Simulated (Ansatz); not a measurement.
Relaxation of CH₈GeSSi (12 atoms, charge 0, multiplicity 1), to a largest force component of 0.015 eV/Å in at most 40 steps.

Method: RKS PBE-D4/def2-SVP in Ansatz 0.2.0.

```xyz
12
Properties=species:S:1:pos:R:3:forces:R:3
Si -0.571 2.285 0.421 -1.57 0.77 -0.81
S -1.291 0.346 -0.102 -0.67 0.26 -0.09
C 0.347 -0.373 -0.043 2.19 0.83 1.15
Ge 0.344 -2.259 -0.449 0.64 -0.22 -1.95
H -1.771 3.233 0.428 0.27 -0.26 0.02
H 0.027 2.322 1.728 0.65 -0.09 1.15
H 0.369 2.802 -0.596 0.44 0.05 -0.31
H 1.082 0.133 -0.779 -0.80 -0.51 0.76
H 0.809 -0.241 1.032 -0.55 -0.19 -1.53
H 1.819 -2.752 -0.460 -0.06 -0.03 0.13
H -0.512 -3.063 0.450 -0.70 -0.63 0.87
H -0.191 -2.414 -1.947 0.16 0.03 0.61
```

Where does it end, and by what steps?

The forces met the threshold. After 6 steps the energy has fallen by 0.317 eV; H10 moved furthest, 0.20 Å.

| step | energy less start (eV) | largest force component (eV/Å) | accepted |
| --- | --- | --- | --- |
| 0 | 0.0000 | 2.195 | yes |
| 1 | -0.2498 | 1.102 | yes |
| 2 | -0.2806 | 0.538 | yes |
| 3 | -0.3079 | 0.194 | yes |
| 4 | -0.3145 | 0.063 | yes |
| 5 | -0.3168 | 0.074 | yes |
| 6 | -0.3172 | 0.013 | yes |

```xyz
12
Properties=species:S:1:pos:R:3
Si -0.644 2.396 0.424
S -1.181 0.375 -0.095
C 0.487 -0.402 -0.038
Ge 0.347 -2.319 -0.524
H -1.921 3.186 0.416
H -0.005 2.463 1.787
H 0.327 2.976 -0.572
H 1.175 0.095 -0.753
H 0.921 -0.323 0.980
H 1.766 -2.945 -0.467
H -0.585 -3.038 0.482
H -0.227 -2.445 -1.957
```

Whether the end is a true minimum wasn't checked by a vibrational analysis.

Time of the run: 21 s on 2 threads of Arm Neoverse V1 (shared host), peak memory 0.17 GiB.
